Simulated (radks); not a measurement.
Q: Fe14+, 12 electrons, occupied as [Ne] 3s2. Method: scalar-relativistic Kohn-Sham, Slater X-alpha with alpha = 0.907, spin-polarised, spherical densities, point nucleus; computed with a radial shooting solver on a logarithmic mesh with Libxc functionals. Some entries of the table are withheld. Estimate them.

orbital,occ.,eigenvalue (hartree),r(max) (bohr),<r^2> (bohr^2)
1s,2,-276.2012,(1),(2)
2s,2,(3),0.2200,(4)
2p,6,(5),0.1770,0.06447
3s,2,-16.54698,0.6291,0.5161

A: 
(1) 1s r(max) (bohr): 0.03821
(2) 1s <r^2> (bohr^2): 0.004573
(3) 2s eigenvalue (hartree): -46.74880
(4) 2s <r^2> (bohr^2): 0.08074
(5) 2p eigenvalue (hartree): -42.54113
